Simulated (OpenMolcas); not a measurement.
**Computed transition rates of N**

```json
{
 "Program": "OpenMolcas",
 "Method": "SS-CASPT2, IPEA 0.25 Eh, imaginary shift 0.1 Eh (closed shells correlated: 1s 2s)",
 "Basis": "ANO-RCC-VQZP [5s4p3d2f1g]",
 "Scalar Hamiltonian": "DKH2, point nucleus",
 "Active space": "3 electrons in 3 orbitals (2p)",
 "State averaging": "2S+1 = 4 odd, 1 root; 2S+1 = 2 odd, 8 roots",
 "Spin-orbit coupling": "RASSI with atomic mean-field integrals over the reference wave functions, term energies averaged over their components"
}
```

Rates come from the transition moments of the reference wave functions (E1 and E2 in the length form). At fixed line strength A goes as λ^-3 for E1 and M1 and as λ^-5 for E2, so a rate at the computed wavelength can be rescaled to the measured one. Measured vacuum wavelengths follow from level energies in NIST Handbook of Basic Atomic Spectroscopic Data. Branching counts decays inside the model space alone, at computed energies, and the table is only a selection of the E2 and M1 lines, drawn from those between levels with measured partners whose computed energy lies within a factor of 1.5 of the measured one.

```tsv
Upper	Lower	Type	λ computed (nm)	λ measured (nm)	A computed (s-1)	A rescaled (s-1)	Branching %
2s² 2p³ ²P°_1/2	2s² 2p³ ²D°_5/2	E2	874.8	1040	7.90e-02	3.33e-02	39.1
2s² 2p³ ²P°_1/2	2s² 2p³ ²D°_3/2	E2	874.8	1041	1.18e-01	4.95e-02	58.7
2s² 2p³ ²P°_1/2	2s² 2p³ ²D°_3/2	M1	874.8	1041	1.36e-03		0.7
2s² 2p³ ²P°_3/2	2s² 2p³ ²D°_5/2	E2	874.8	1040	1.38e-01	5.81e-02	66.3
2s² 2p³ ²P°_3/2	2s² 2p³ ²D°_5/2	M1	874.8	1040	1.22e-03		0.6
2s² 2p³ ²P°_3/2	2s² 2p³ ²D°_3/2	E2	874.7	1041	5.92e-02	2.48e-02	28.4
2s² 2p³ ²P°_3/2	2s² 2p³ ²D°_3/2	M1	874.7	1041	2.18e-03		1.0
2s² 2p³ ²P°_1/2	2s² 2p³ ⁴S°_3/2	M1	326.3	346.8	3.02e-03		1.5
2s² 2p³ ²P°_3/2	2s² 2p³ ⁴S°_3/2	M1	326.3	346.7	7.54e-03		3.6
```

Spin-changing lines and M1 lines between different terms are not rescaled, since their strength hangs on the term gaps too.

The largest correction is for 2s² 2p³ ²P°_3/2 → 2s² 2p³ ²D°_3/2 (E2): 5.92e-02 × (874.7 / 1041)^5 = 2.48e-02 s-1, a factor of 0.42.

The computed order of these levels differs from the measured one in 1 place, and where term gaps are wrong the rates of spin-changing lines can be off by large factors.

No measured rate stands beside these. Rescaling mends the energy factor alone: line strengths can still be far off where a level mixes with configurations outside the active space, and weak or spin-changing lines hang on small mixing coefficients that depend on the term gaps too, so rescaling need not improve them.

CASPT2 does not keep the components of a term degenerate, so their means are used; among the terms shown or strongly mixed into the levels shown the widest spread is 160 cm-1 (2s² 2p³ ²D°). With the s shell closed, the reference lacks s² → p² mixing. Measured partners are found by configuration, term and J. A level has none where our copy of the source lacks it or the pairing is in doubt (some pairs that miss far off the trend of their configuration count as doubtful). Levels of configurations outside the active space are missing.

° marks odd parity.
